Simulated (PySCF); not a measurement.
**Bond curve of LaBr**

Set-up: PySCF, spin-free X2C with a Gaussian nucleus, basis sets La x2c-SVPall, Br x2c-SVPall. Energies in eV from La (5d1 6s2) + Br in their ground configurations at the same level. State: triplet, about 0.0 electrons in the 4f shell (Mulliken).

```json
{"R (Å)": "2.330", "MN15": "-3.293"}
{"R (Å)": "2.438", "MN15": "-3.863"}
{"R (Å)": "2.546", "MN15": "-4.156"}
{"R (Å)": "2.628", "MN15": "-4.247"}
{"R (Å)": "2.709", "MN15": "-4.259"}
{"R (Å)": "2.790", "MN15": "-4.212"}
{"R (Å)": "2.899", "MN15": "-4.086"}
{"R (Å)": "3.034", "MN15": "-3.861"}
{"R (Å)": "3.197", "MN15": "-3.538"}
{"R (Å)": "3.413", "MN15": "-3.075"}
```

Task: Put a parabola through the three lowest points of the MN15 curve and estimate Re, k and ωe (reduced mass 50.33 u; 1 eV/Å² = 0.16022 mdyn/Å; ωe = 1302.8·√(k/μ) cm⁻¹).

Result: Through R = 2.628, 2.709, 2.79 Å the second-order coefficient is 4.50 eV/Å², so Re ≈ 2.685 Å, k ≈ 1.44 mdyn/Å and ωe ≈ 220 cm⁻¹. A polynomial fit of higher order to the unrounded MN15 energies gives Re = 2.682 Å, k = 1.56 mdyn/Å, ωe = 229 cm⁻¹; anharmonicity and rounding make the difference.

The higher-order fit for each curve: MN15: Re = 2.682 Å, ωe = 229 cm⁻¹, De = 4.26 eV.

These are scalar-relativistic numbers at best; spin–orbit coupling would shift them, the dissociation energy most. The state is the lowest single determinant that the PBE0 search found; with open d or f shells the true ground state can be another one.
